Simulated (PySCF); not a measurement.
**Level of theory and bond dissociation enthalpies: tetramethylsilane**

Structure: `C[Si](C)(C)C` (C4H12Si). Coordinates in Å; atoms count from 1 in this order:
```
C    -0.1823   -1.2321   -1.4144
Si   -0.0006    0.0006   -0.0011
C    -0.0445    1.7537   -0.6895
C    -1.4166   -0.2312    1.2202
C     1.6403   -0.2861    0.8790
H    -1.1406   -1.0934   -1.9397
H    -0.1496   -2.2686   -1.0430
H     0.6263   -1.1135   -2.1529
H     0.0924    2.4978    0.1111
H    -1.0081    1.9622   -1.1810
H     0.7529    1.9092   -1.4334
H    -2.3927   -0.0814    0.7321
H    -1.4075   -1.2449    1.6511
H    -1.3423    0.4879    2.0515
H     1.6988   -1.3062    1.2905
H     2.4874   -0.1535    0.1874
H     1.7734    0.4215    1.7126
```

All levels share the PBE0-D3(BJ)/def2-SVP structures and the GFN2-xTB thermal terms; only the single-point energies (PySCF) change. Values are bond dissociation enthalpies (298 K, kJ/mol).

| level | C1–Si2 | C1–H | time |
| --- | --- | --- | --- |
| HF/def2-TZVP | 270 | 307 | 33 s |
| PBE0-D3(BJ)/6-31G | 358 | 417 | 16 s |
| TPSSh-D3(BJ)/def2-TZVP (grid 3) | 358 | 413 | 3.5 min |
| HSE06/def2-TZVP | 362 | 406 | 2.4 min |
| PBE0-D3(BJ)/aug-cc-pVDZ | 366 | 407 | 83 s |
| LC-ωPBE/def2-TZVP | 367 | 407 | 2.2 min |
| BP86-D3(BJ)/def2-TZVP | 368 | 420 | 110 s |
| PBE0-D3(BJ)/def2-TZVP | 372 | 409 | – |
| PBE0-D3(BJ)/def2-SVPD | 375 | 410 | 62 s |
| PBE0-D3(BJ)/6-31G* | 376 | 413 | 20 s |
| ωB97M-D3(BJ)/def2-TZVP (grid 3) | 392 | 422 | 3.4 min |

Times are wall times for all single points of a level on 1 thread of Arm Neoverse N1, a shared host; the dash marks the run that also made the structures. BP86, HSE06, LC-ωPBE ran on a slower path of this set-up, which computes the density-fitting integrals anew in every SCF cycle while the other levels store them. So the times needn't show the usual order of cost, and those levels read slower than they are.

Hartree-Fock leaves out electron correlation, so its bond energies come out too low, often by 100 kJ/mol or more.

The widest spread is that of C1–Si2: 123 kJ/mol, from 270 to 392.

Differences come from unrounded values, so a last digit can differ from that of the printed terms.
